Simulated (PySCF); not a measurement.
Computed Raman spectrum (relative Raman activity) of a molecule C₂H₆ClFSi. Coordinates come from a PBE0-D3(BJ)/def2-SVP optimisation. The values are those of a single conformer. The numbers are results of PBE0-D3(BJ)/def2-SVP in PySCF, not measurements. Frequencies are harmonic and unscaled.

ν (cm⁻¹): 516 (vw), 681 (w), 1417 (w), 1426 (w), 3063 (vs), 3169 (s), 3178 (s) (against the strongest line: vs over 80 %, s over 45 %, m over 15 %, w over 4 %, vw less)

Which molecule gave these data?
A. C[Si@H](Cl)CF
B. C[Si](C)(F)Cl
C. CC[Si@@H](F)Cl
D. F[SiH2]CCCl

B, C[Si](C)(F)Cl
